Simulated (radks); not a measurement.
Problem. Species: neutral strontium. Configuration: [Kr] 5s2. Method: scalar-relativistic Kohn-Sham, BLYP, spin-polarised, spherical densities, point nucleus; computed with a radial shooting solver on a logarithmic mesh with Libxc functionals. Some entries of the table are withheld. Estimate them.

orbital  occ.  eigenvalue (eV)  <1/r> (bohr^-1)  <r^2> (bohr^2)
1s          2        -15940.65            39.00        0.002067
2s          2        -2158.239            8.703         0.03507
2p          6        -1917.977            8.498         0.02765
3s          2        -333.2963            2.917          0.2782
3p          6        -255.7968            2.762          0.2904
3d         10        -127.7751            2.507             (1)
4s          2         -40.6344           0.9922           2.093
4p          6         -22.5446           0.8477           2.848
5s          2          -3.3760              (2)           21.26

Solution. 
(1) 3d <r^2> (bohr^2): 0.3030
(2) 5s <1/r> (bohr^-1): 0.2961
